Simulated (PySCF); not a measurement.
NbCl₃, SMILES [Cl][Nb]([Cl])[Cl] (connectivity only; charge and spin as stated), neutral, multiplicity 3.

The structure is a stationary point at PBE-D3(BJ)/def2-SVP. The geometry has at least one imaginary mode, so it is a saddle point at that level. The multiplicity is an assumed one; other spin states were not compared. The def2 effective core potentials stand for the cores of Nb; spin–orbit coupling is left out.

Level of theory: PBE/def2-TZVPD (PySCF).

The molecule is in vacuum.

* **total energy**: -1437.24358 hartree
* **point group**: C2v
* **α spin, highest occupied and lowest empty level**: -4.90 and -4.59 eV
* **β spin, highest occupied and lowest empty level**: -8.21 and -3.84 eV
* **dipole moment**: 0.205 e·Å
* **quadrupole, principal values (traceless, Buckingham form, about the centre of nuclear charge)**: -2.60, -0.88, 3.47 D·Å
* **mean static polarisability**: 97.9 bohr³ (14.51 Å³)
* **polarisability, principal values**: 70.0, 100.0, 123.8 bohr³
* **⟨S²⟩**: 2.010 (pure state 2.00)
